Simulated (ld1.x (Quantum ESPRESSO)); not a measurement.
## Transferability test, TM potential for Sn (Z = 50)

```json
{
 "Element": "Sn",
 "Generator": "ld1.x (Quantum ESPRESSO) 7.5",
 "Type": "norm-conserving Troullier–Martins (Kleinman–Bylander form)",
 "Functional": "PBE",
 "Relativity": "scalar-relativistic",
 "Frozen core": "[Kr]",
 "Valence charge": "14",
 "Reference configuration": "4d10 5s2 5p0.5 (charge +1.5)",
 "Partial waves": "5s (bound): rc 1.60 bohr; 5p (bound): rc 2.30 bohr; 4d (bound): rc 1.10 bohr",
 "Local potential": "all-electron potential smoothed inside 0.90 bohr (lloc = -2)",
 "Core correction": "none"
}
```

Energies are relative to the spin-unpolarised reference configuration 4d10 5s2 5p0.5; without spin polarisation the order of configurations can differ from experiment.

```json
{"valence configuration": "4d10 5s2 5p2", "charge": "0", "ΔE all-electron (eV)": "-12.908", "error AE − PS (meV)": "+8.5"}
{"valence configuration": "4d10 5s2 5p1", "charge": "+1", "ΔE all-electron (eV)": "-6.034", "error AE − PS (meV)": "+2.5"}
{"valence configuration": "4d10 5s2 5p0", "charge": "+2", "ΔE all-electron (eV)": "7.919", "error AE − PS (meV)": "-0.3"}
{"valence configuration": "4d9 5s2 5p2", "charge": "+1", "ΔE all-electron (eV)": "19.783", "error AE − PS (meV)": "-225"}
{"valence configuration": "4d10 5s0 5p4", "charge": "0", "ΔE all-electron (eV)": "1.277", "error AE − PS (meV)": "-6.7"}
{"valence configuration": "4d10 5s2 5p2.3", "charge": "-0.3", "ΔE all-electron (eV)": "-13.757", "error AE − PS (meV)": "+9.9"}
```

(1) What are ΔE and the potential's error for 4d9 5s2 5p3?

Note: ghost states, extra bound levels that the all-electron valence spectrum of the same l lacks: s at -179.6 eV, p at -93.6 eV. A true bound ghost makes a file unfit for plane-wave use.

Results:

(1) ΔE = 11.557 eV all-electron; the error (AE − PS) is -275 meV.
